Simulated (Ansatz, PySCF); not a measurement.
Caution: the highest occupied level lies above zero, so the state may not be bound. This triplet is an excited state, 1.00 eV above the relaxed singlet at the level frozen-core CCSD(T)/aug-cc-pVDZ // PBE0-D3(BJ)/def2-TZVPD (Ansatz, a quantum-chemistry and plane-wave program).

Cartesian coordinates (Å):
```xyz
7

C     -1.1956    -0.0571    -0.0990
Al     0.3888    -0.0340     1.1380
C      2.1419     0.0620     0.2377
N      3.1909     0.1185    -0.2647
H     -2.1285    -0.1125     0.4706
H     -1.1625    -0.9225    -0.7694
H     -1.2329     0.8494    -0.7123
```
Charge -1, spin multiplicity 3.

What is the computed total energy and highest occupied spin orbital (PBE-D3(BJ)/def2-TZVPD // PBE0-D3(BJ)/def2-TZVPD (PySCF))?


```
Item                                 Result
-----------------------------  ------------
total energy                   -374.9480 Ha
highest occupied spin orbital       1.58 eV
```
